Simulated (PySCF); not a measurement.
# How methods differ on the ionisation energy of Zr²³⁺

Zr²³⁺ [Ne] 3s2 3p5 (2P) → Zr²⁴⁺ [Ne] 3s2 3p4 (3P), as a difference of total energies. Calculation: PySCF 2.14, in an even-tempered Gaussian basis (18 s from 2.5 bohr⁻², ratio 2.5; 12 p from 3.2 bohr⁻², ratio 2.5; 5 d from 17 bohr⁻², ratio 2.7; 4 f from 25 bohr⁻², ratio 2.7); the spin-free X2C one-electron Hamiltonian (Gaussian nucleus). Correlated levels: outer shells: 1s2 frozen; virtual orbitals above 40 to 60 times the deepest correlated orbital energy dropped. The calculations carry no spin-orbit coupling.

| method | ionisation energy (eV) |
| --- | --- |
| UHF | 1150.6 |
| LDA | 1152.7 |
| PBE | 1152.7 |
| PBE0 | 1152.7 |
| r2SCAN | 1152.9 |
| BP86 | 1153.2 |
| B3LYP | 1152.8 |
| MP2 (outer shells) | 1151.5 |
| SCS-MP2 (outer shells) | 1151.5 |

Spin-orbit coupling is strong in these open shells (close to jj coupling). The scalar numbers leave it out and a first-order estimate fails, so it can dominate the gap to the real levels.

Breit and QED terms and the two-electron picture change are absent.

For comparison: 1144.7 ± 1.2 eV (semi-empirical (NIST evaluation); NIST Atomic Spectra Database, ionization energies).
